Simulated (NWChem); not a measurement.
Species: ZnH2; SMILES [ZnH2]

Results from NWChem. Coordinates come from a PBE0/def2-SVP optimisation.

For level BHandHLYP/def2-SVP:

| Property | Result |
|---|---|
| highest occupied level (eV) | -8.88 |
| orbital gap (eV) | 10.59 |

**Question.** Estimate the same quantities for level PBE0/def2-SVP.

**Answer.** The highest occupied level (eV) is -7.75 and the orbital gap (eV) comes out as 8.92.
